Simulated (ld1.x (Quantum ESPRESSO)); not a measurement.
Au (Z = 79): one change to a TM potential, before and after

Au, norm-conserving Troullier–Martins (Kleinman–Bylander form), made with ld1.x (Quantum ESPRESSO) 7.5 (PBE, scalar-relativistic). Core [Xe] 4f14, reference 5d10 6s1 6p0. Waves: 6s (bound): rc 2.45 bohr; 6p (bound, empty): rc 2.40 bohr; 5d (bound): rc 1.20 bohr. Local part: the d channel. Core correction: Bessel-smoothed model core inside 1.00 bohr.

Change: local potential the s channel.

Cutoffs: the cutoffs (Ry, on a coarse ladder) from which the occupation-weighted sum of valence levels, in a spherical-Bessel basis at the reference potential, stays within 10 and 1 mRy of its value at 400 Ry; they do not see the model core or the augmentation charge, which bear on the density cutoff. Errors are all-electron minus pseudo energies relative to the spin-unpolarised reference configuration.

Q: Predict the effect on cutoff, ghosts and configuration errors.

A: The potential gets neither clearly harder nor softer (45 Ry and 80 Ry → 45 Ry and 80 Ry); the bound ghost in p, s disappears; of the 7 tests that both files solve, the error grows in 5 and shrinks in 1 by more than 15 % and 0.3 meV (median size 32.2 → 67.2 meV); the range in which the p phases agree narrows (upper end at the end of the scan → 3.0); the range in which the d phases agree narrows (upper end at the end of the scan → 1.4). In the separable form a ghost depends on how the local part lies against the semilocal potential of the channel, so the choice of the local part can create or remove one.

| quantity | base | changed |
| --- | --- | --- |
| cutoff, loose | 45 Ry | 45 Ry |
| cutoff, tight | 80 Ry | 80 Ry |
| loose cutoff by channel (10 mRy a level) | s 6 Ry, d 35 Ry | d 35 Ry, s 8 Ry |
| bound ghosts | s, p | none |
| error for 5d10 6s0 6p0, meV [ΔE 9.41 eV] | -17 | -17 |
| error for 5d9 6s0 6p0, meV [ΔE 30.62 eV] | -32 | -78 |
| error for 5d8 6s0 6p0, meV [ΔE 64.49 eV] | -162 | -378 |
| error for 5d7 6s0 6p0, meV [ΔE 112.21 eV] | -508 | -1040 |
| error for 5d10 6s0 6p1, meV [ΔE 5.25 eV] | -6.9 | -5.7 |
| error for 5d9 6s2 6p0, meV [ΔE 1.69 eV] | -42 | -67 |
| error for 5d9 6s1 6p0, meV [ΔE 12.12 eV] | -21 | -50 |
| s: phases at 2.65 bohr within 0.05 rad from the reference energy up to (Ry; the scan ends near 5) | 3.1 | 2.7 |
| p: phases at 2.65 bohr within 0.05 rad from the reference energy up to (Ry; the scan ends near 5) | to the end of the scan | 3.0 |
| d: phases at 2.65 bohr within 0.05 rad from the reference energy up to (Ry; the scan ends near 5) | to the end of the scan | 1.4 |

 A true bound ghost makes a file unfit for plane-wave use even where its test errors are small: the radial tests pick states by their node count and pass the ghost by.
